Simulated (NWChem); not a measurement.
Species: CH5BeN; SMILES [CH3][Be][NH2]

```xyz
8

Be    -0.0055     0.0747     0.0024
C     -0.0013    -1.6043    -0.0001
H     -0.5075    -2.0345     0.8816
H      1.0273    -2.0085     0.0060
H     -0.4944    -2.0278    -0.8926
N      0.0000     1.5792     0.0002
H     -0.8217     2.1747    -0.0028
H      0.8262     2.1684    -0.0027
```
Atoms are numbered in this order, from 1.

Program: NWChem. Pople sets run with spherical d functions. All runs use the structure optimised with PBE0/def2-SVP. B3LYP is NWChem's, with the RPA form of VWN correlation. Vertical excitations in the gas phase; the lowest state need not have the same character in each row.

```csv
level,"lowest excitation, singlet (eV)",oscillator strength of that lowest state,orbital gap (eV)
"PBE/6-31+G*, full TDDFT",5.02,0.058,4.95
"B3LYP/6-31+G*, full TDDFT",5.42,0.068,6.37
"Hartree-Fock/6-31+G*, TDHF",…,…,…
"CAM-B3LYP/6-31+G*, full TDDFT",5.72,0.075,8.75
```

Problem. Some entries are withheld; supply them.

Solution. 
- Hartree-Fock/6-31+G*, TDHF, lowest excitation, singlet (eV): 6.58
- Hartree-Fock/6-31+G*, TDHF, oscillator strength of that lowest state: 0.082
- Hartree-Fock/6-31+G*, TDHF, orbital gap (eV): 11.43
